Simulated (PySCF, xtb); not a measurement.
Si(OH)2(SH)2 (H4O2S2Si), SMILES S[Si](O)(S)O. The values are those of a single conformer.

Harmonic wavenumbers (cm⁻¹) from GFN2-xTB (xtb) at its own minimum, in rising order: 68, 117, 145, 160, 196, 234, 243, 292, 310, 445, 550, 719, 721, 799, 809, 900, 962, 2491, 2496, 3639, 3669.

Q: What does PBE-D3(BJ)/def2-SVP run with PySCF give at its own minimum? (Estimate from the structure and the level; the computed values follow.)

A: 109, 135, 206, 210, 236, 253, 265, 293, 323, 447, 549, 686, 702, 795, 805, 888, 932, 2611, 2621, 3740, 3762. Paired by order, the mean absolute difference is 39 cm⁻¹ and the zero-point energies are 28.5 and 29.4 kcal/mol.
